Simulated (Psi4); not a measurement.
tungsten atom (W), quintet (typed; the unrestricted solution is spin-contaminated) (core potentials on W).

The Psi4 input:
```
memory 2 GB

molecule {
0 5
  W     0.00000000    0.00000000    0.00000000
}

set basis def2-svpd
set reference uks

energy('pbe0')
print_variables()
```

Problem. What does this run give for the total energy, dipole moment, <S^2>, number of basis functions?

Solution. 
```json
{
 "total_energy": "-66.9048 Eh",
 "dipole_moment": "0.00 D",
 "<S^2>": "6.375",
 "number_of_basis_functions": "35"
}
```

These values belong to the state on which the SCF converged, which isn't shown to be the lowest.
